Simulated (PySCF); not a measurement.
**LaSBr, singlet: molecular constants**

Level of theory: PBE0/[La def2-TZVP with ECP46, S def2-TZVP, Br def2-TZVP], scalar-relativistic core potentials, density fitting, no spin–orbit coupling, PySCF.

The structure is a minimum.

* Point group: Cs
* Bond lengths: La–Br 2.783 Å, La–S 2.414 Å
* Bond angles: Br–La–S 112.2°
* Entropy at 298.15 K and 1 bar: 326.5 J/(mol K)
* Rotational symmetry number: 1
* Lowest empty level: -2.48 eV
* Rotational constants: 0.1645, 0.03184, 0.02667 cm⁻¹
* Dipole moment: 8.45 D
* Principal polarisabilities: 58.2, 76.8, 130.3 bohr³
* Enthalpy at 298.15 K above 0 K: 14.04 kJ/mol
* Principal quadrupole moments (Buckingham, traceless) about the centre of mass: -28.42, 13.35, 15.08 D Å
* Zero-point energy: 4.5 kJ/mol
* Heat capacity Cp at 298.15 K: 54.7 J/(mol K)
* Highest occupied level: -6.27 eV

Harmonic modes (masses in u: La 138.906, S 31.972, Br 78.918):
```json
{"symmetry": "a'", "ω (cm⁻¹)": "76", "IR (km/mol)": "7.1", "μ (u)": "44.03", "type": "bend"}
{"symmetry": "a'", "ω (cm⁻¹)": "221", "IR (km/mol)": "49.5", "μ (u)": "93.06", "type": "stretch"}
{"symmetry": "a'", "ω (cm⁻¹)": "454", "IR (km/mol)": "103", "μ (u)": "37.41", "type": "stretch"}
```

Charges (e):
| atom | Mulliken | Löwdin | polar tensor | Mayer order to La1 |
| --- | --- | --- | --- | --- |
| La1 | 1.00 | 0.30 | 1.65 | – |
| S2 | -0.52 | -0.15 | -0.94 | 2.25 |
| Br3 | -0.48 | -0.15 | -0.72 | 0.90 |

Mulliken populations on La1 (electrons outside its core potential): s 2.15, p 6.11, d 1.65, f 0.09.

Formally La is in oxidation state +3, with 0 electrons left for the f, d and s shells; the Mulliken f population is 0.09.

This need not be the most stable arrangement of these atoms.

The final relaxation and frequency run took about 2.6 core-minutes on a shared host.
